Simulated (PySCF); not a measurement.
## Sb⁺ (antimony, charge +1) across methods

[Kr] 4d10 5s2 5p1 5d1, one real determinant (an excited configuration). Calculation: PySCF 2.14, in x2c-TZVPPall with one added diffuse shell each of s, p, d, f type (9s7p5d3f, 76 functions); scalar relativity by spin-free X2C-1e.

| method | E (hartree) | mean ε 5s β (eV) | mean ε 5p α (eV) | mean ε 5d α (eV) | Σ⟨r²⟩ (bohr²) | ⟨S²⟩ |
| --- | --- | --- | --- | --- | --- | --- |
| LDA | -6473.87 | -22.892 | -14.624 | -5.493 | 61.61 | 2.000 |
| r2SCAN | -6480.06 | -22.609 | -14.861 | -5.534 | 61.92 | 2.003 |
| TPSS | -6479.77 | -22.250 | -14.576 | -5.512 | 61.68 | 2.001 |
| CAM-B3LYP | -6480.38 | -25.120 | -16.945 | -6.474 | 62.85 | 2.002 |
| PBE0 | -6479.70 | -23.460 | -15.676 | -5.943 | 62.38 | 2.002 |
| PBE | -6479.63 | -22.414 | -14.491 | -5.575 | 61.67 | 2.001 |
| wB97X | -6480.26 | -26.245 | -17.804 | -6.899 | 63.18 | 2.001 |
| UHF | -6477.28977 | -25.615 | -18.678 | -6.566 | 66.66 | 2.007 |
| wB97X-V | -6479.74 | -25.977 | -17.865 | -6.950 | 63.05 | 2.002 |

⟨L²⟩ = 8.00 against 12 for a pure F term, so this real determinant mixes terms. The outer electron is Rydberg-like, and this basis confines it to a smaller radius and binds it less than a complete one would.
